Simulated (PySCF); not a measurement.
Compound: C₅H₇N₂O₂ (doublet state).
SMILES with atom numbers: `[CH3:1][O:2][c:3]1[n:4][cH:5][o:6][c:7]1[CH:8][NH2:9]` (hydrogens: H10, H11, H12 on C1; H13 on C5; H14 on C8; H15, H16 on N9)

Geometry (GFN2-xTB, Å), atoms numbered from 1 in this order:
```
atom  x, y, z in Å
C1    -2.752   -0.753   -0.274
O2    -1.358   -0.988   -0.247
C3    -0.611    0.109   -0.035
N4    -1.092    1.351    0.152
C5    -0.047    2.110    0.324
O6     1.136    1.453    0.269
C7     0.804    0.134    0.033
C8     1.739   -0.866   -0.074
N9     3.098   -0.628   -0.075
H10   -3.092   -0.334    0.677
H11   -3.218   -1.720   -0.450
H12   -3.011   -0.055   -1.074
H13   -0.050    3.164    0.498
H14    1.403   -1.870   -0.258
H15    3.359    0.284    0.272
H16    3.683   -1.382    0.249
```

The hyperfine couplings belong to this conformer and change with its torsions.

Computed, not measured: PySCF 2.14.0, UKS B3LYP, pcH-1 on C H N O, non-relativistic, mean-field spin-orbit, GIAO. Isolated species at its GFN2-xTB geometry (one conformer only). The geometry wasn't refined by DFT: couplings that depend on bond lengths, twists or pyramidal angles can differ widely from those at the functional's own minimum. The SCF solution wasn't tested for stability. ⟨S²⟩ is 0.773 where a pure state has 0.75.

(1) Predict the first-order ENDOR lines of N9, N4, H14, H13, H15/H16 and H10/H11/H12 under fast tumbling at B = 342.1 mT (X band).

(2) Which pairs are centred on the nuclear Larmor frequency, and which on half the coupling?

(3) At what field would the lower line of N9 fall to zero frequency?

## Answers

(1) ν± = |νn ± a/2|, one line for each electron-spin manifold; νn = |g_N| × 7.62259 MHz/T × B.

| nuclei | isotope | g_N | νn (MHz) | a_iso (MHz) | lower line (MHz) | upper line (MHz) |
| --- | --- | --- | --- | --- | --- | --- |
| N9 | 14N | 0.4038 | 1.05 | 14.46 | 6.18 | 8.28 |
| N4 | 14N | 0.4038 | 1.05 | -7.10 | 2.50 | 4.60 |
| H14 | 1H | 5.5857 | 14.57 | -33.33 | 2.10 | 31.23 |
| H13 | 1H | 5.5857 | 14.57 | -29.93 | 0.40 | 29.53 |
| H15/H16 | 1H | 5.5857 | 14.57 | 5.70 | 11.71 | 17.42 |
| H10/H11/H12 | 1H | 5.5857 | 14.57 | 2.52 | 13.30 | 15.83 |

(2) Centred on νn, since |a| < 2νn: H15/H16 and H10/H11/H12. Centred on |a|/2 and split by 2νn: N9, N4, H14 and H13.

(3) Where νn = |a|/2, that is B = 7.23 MHz/(0.4038 × 7.62259 MHz/T) = 2350 mT, as far as first order holds there.

Nuclei that the bonding pattern makes equivalent are averaged, as if the motion that swaps them (rotation, inversion, ring flip) were fast. The 1H value of +5.7 MHz is a mean of couplings from -1.8 to 13.2 MHz in this one geometry, not an average over conformers.

Largest spin populations (Mulliken): C8 (+0.50), C5 (+0.34), C3 (+0.30) and C7 (-0.17). Three atoms exceed +0.15. The positive populations add up to 1.34 and the negative ones to -0.34, together 2S = 1.
